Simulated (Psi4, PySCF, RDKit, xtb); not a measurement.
Conformational energy of SMILES COC(=O)c1ccc(C)cc1, singlet. Scanned: dihedral C1–O2–C3–O4; all other coordinates were relaxed at GFN2-xTB. Points at φ and −φ are mirror images.

Atom numbering (GFN2-xTB optimised geometry, Å):
```
21

C      4.0620     0.7059     0.2122
O      2.6536     0.6712     0.3742
C      1.9927    -0.1639    -0.4471
O      2.5510    -0.8460    -1.2728
C      0.5312    -0.1480    -0.2218
C     -0.2700    -0.9727    -1.0084
C     -1.6385    -0.9866    -0.8313
C     -2.2385    -0.1811     0.1310
C     -3.7204    -0.2113     0.3403
C     -1.4317     0.6400     0.9134
C     -0.0619     0.6613     0.7442
H      4.4869    -0.2884     0.3662
H      4.4377     1.4024     0.9575
H      4.3205     1.0437    -0.7938
H      0.2029    -1.5937    -1.7542
H     -2.2528    -1.6284    -1.4463
H     -4.2346    -0.5411    -0.5590
H     -4.0925     0.7708     0.6232
H     -3.9654    -0.9064     1.1441
H     -1.8879     1.2704     1.6635
H      0.5557     1.3019     1.3539
```

- RKS-B3LYP/6-31G* = PySCF 2.14.0 with restricted B3LYP/6-31G*, spherical d, density fitting // GFN2-xTB
- GFN1-xTB // GFN2-xTB (xtb)
- RKS-B3LYP/3-21G = restricted B3LYP/3-21G, density fitting // GFN2-xTB in PySCF
- RKS-B3LYP/6-311+G** = restricted B3LYP/6-311+G**, spherical d, density fitting // GFN2-xTB (PySCF)
- MMFF94 // GFN2-xTB (RDKit)
- PBE-D3(BJ)/def2-SVP // GFN2-xTB (Psi4)

Energies in kJ/mol, each method relative to its own lowest point.

| φ / ° | RKS-B3LYP/6-31G* | GFN1-xTB | RKS-B3LYP/3-21G | RKS-B3LYP/6-311+G** | MMFF94 | PBE-D3(BJ)/def2-SVP |
|---|---|---|---|---|---|---|
| -165 | 54.7 | 44.6 | 66.6 | 52.0 | 63.1 | 48.7 |
| -150 | 53.1 | 46.2 | 61.0 | 51.6 | 62.7 | 48.0 |
| -135 | 53.5 | 49.6 | 57.5 | 52.6 | 65.3 | 49.8 |
| -120 | 53.6 | 53.0 | 54.2 | 53.3 | 65.0 | 51.6 |
| -105 | 53.5 | 55.2 | 51.4 | 53.6 | 63.3 | 52.9 |
| -90 | 51.3 | 53.8 | 47.9 | 51.7 | 60.0 | 51.9 |
| -75 | 45.6 | 46.9 | 42.1 | 45.6 | 52.9 | 46.4 |
| -60 | 35.8 | 35.6 | 32.5 | 35.6 | 41.2 | 36.2 |
| -45 | 23.9 | 22.7 | 20.9 | 23.8 | 27.5 | 23.7 |
| -30 | 12.8 | 11.3 | 10.0 | 12.9 | 15.1 | 12.1 |
| -15 | 3.8 | 3.3 | 2.9 | 3.7 | 4.3 | 3.6 |
| 0 | 0.0 | 0.0 | 0.0 | 0.0 | 0.0 | 0.0 |
| 15 | 3.8 | 3.3 | 2.9 | 3.7 | 4.3 | 3.6 |
| 30 | 12.8 | 11.3 | 10.0 | 12.9 | 15.1 | 12.1 |
| 45 | 23.9 | 22.7 | 20.9 | 23.8 | 27.5 | 23.7 |
| 60 | 35.8 | 35.6 | 32.5 | 35.6 | 41.2 | 36.2 |
| 75 | 45.6 | 46.9 | 42.1 | 45.6 | 52.9 | 46.4 |
| 90 | 51.3 | 53.8 | 47.9 | 51.7 | 60.0 | 51.9 |
| 105 | 53.5 | 55.2 | 51.4 | 53.6 | 63.3 | 52.9 |
| 120 | 53.6 | 53.0 | 54.2 | 53.3 | 65.0 | 51.6 |
| 135 | 53.5 | 49.6 | 57.5 | 52.6 | 65.3 | 49.8 |
| 150 | 53.1 | 46.2 | 61.0 | 51.6 | 62.7 | 48.0 |
| 165 | 54.7 | 44.6 | 66.6 | 52.0 | 63.1 | 48.7 |
| 180 | 59.1 | 45.4 | 74.1 | 54.9 | 64.8 | 52.6 |

Root-mean-square difference from the PBE-D3(BJ)/def2-SVP profile, itself a level with limits, after the best constant shift (kJ/mol): RKS-B3LYP/6-31G* 2.4, GFN1-xTB 2.2, RKS-B3LYP/3-21G 8.0, RKS-B3LYP/6-311+G** 1.5, MMFF94 5.2.
